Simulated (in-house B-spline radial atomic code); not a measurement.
Ba⁺. Computed with a B-spline radial atomic code. Model: all-electron spherical atom, spin shells full or empty, radial basis limit, no spin-orbit coupling, Breit or QED, empty-state partial waves extrapolated as (l+1/2)^-4, RPA, G0W0 and static COHSEX of the highest shell as one setting changes (uncorrelated shells keep exact exchange).

In a row where one electron alone is correlated, RPA and GW hold only self-correlation.

Given: element Ba; charge 1; filled core Xe; hamiltonian one-electron scalar X2C; mean-field start HSE06; highest l of empty states 9; nuclear rms radius 4.8378 fm; highest mean-field shell 6s up.

Shell: 6s 1 0 (electrons up and down).

```json
{"lowest nl shells left uncorrelated": "0", "RPA correlation energy (hartree)": "-4.2944", "G0W0 level (eV)": "-10.437", "G0W0 minus most complete (meV)": "0", "COHSEX level (eV)": "-11.814"}
{"lowest nl shells left uncorrelated": "1", "RPA correlation energy (hartree)": "-4.1106", "G0W0 level (eV)": "-10.437", "G0W0 minus most complete (meV)": "0", "COHSEX level (eV)": "-11.814"}
{"lowest nl shells left uncorrelated": "2", "RPA correlation energy (hartree)": "-3.9137", "G0W0 level (eV)": "-10.438", "G0W0 minus most complete (meV)": "-0.4", "COHSEX level (eV)": "-11.815"}
{"lowest nl shells left uncorrelated": "3", "RPA correlation energy (hartree)": "-3.3477", "G0W0 level (eV)": "-10.437", "G0W0 minus most complete (meV)": "0", "COHSEX level (eV)": "-11.814"}
{"lowest nl shells left uncorrelated": "4", "RPA correlation energy (hartree)": "-3.1665", "G0W0 level (eV)": "-10.439", "G0W0 minus most complete (meV)": "-1.9", "COHSEX level (eV)": "-11.819"}
{"lowest nl shells left uncorrelated": "5", "RPA correlation energy (hartree)": "?", "G0W0 level (eV)": "?", "G0W0 minus most complete (meV)": "?", "COHSEX level (eV)": "?"}
{"lowest nl shells left uncorrelated": "6", "RPA correlation energy (hartree)": "?", "G0W0 level (eV)": "?", "G0W0 minus most complete (meV)": "?", "COHSEX level (eV)": "?"}
{"lowest nl shells left uncorrelated": "7", "RPA correlation energy (hartree)": "-1.5932", "G0W0 level (eV)": "-10.437", "G0W0 minus most complete (meV)": "0.1", "COHSEX level (eV)": "-11.819"}
{"lowest nl shells left uncorrelated": "8", "RPA correlation energy (hartree)": "-1.143", "G0W0 level (eV)": "-10.426", "G0W0 minus most complete (meV)": "11.8", "COHSEX level (eV)": "-11.8"}
{"lowest nl shells left uncorrelated": "9", "RPA correlation energy (hartree)": "-0.37517", "G0W0 level (eV)": "-10.353", "G0W0 minus most complete (meV)": "84.6", "COHSEX level (eV)": "-11.689"}
{"lowest nl shells left uncorrelated": "10", "RPA correlation energy (hartree)": "-0.26867", "G0W0 level (eV)": "-10.341", "G0W0 minus most complete (meV)": "96.5", "COHSEX level (eV)": "-11.675"}
{"lowest nl shells left uncorrelated": "11", "RPA correlation energy (hartree)": "-0.018446", "G0W0 level (eV)": "-9.9057", "G0W0 minus most complete (meV)": "531.6", "COHSEX level (eV)": "-11.077"}
```

(1) What follows for lowest nl shells left uncorrelated = 6?

(2) What follows for lowest nl shells left uncorrelated = 5?

Results:

(1) RPA correlation energy -1.7495 hartree; G0W0 level -10.431 eV; G0W0 minus most complete 6.6 meV; COHSEX level -11.805 eV.

(2) RPA correlation energy -2.6262 hartree; G0W0 level -10.438 eV; G0W0 minus most complete -0.6 meV; COHSEX level -11.817 eV.
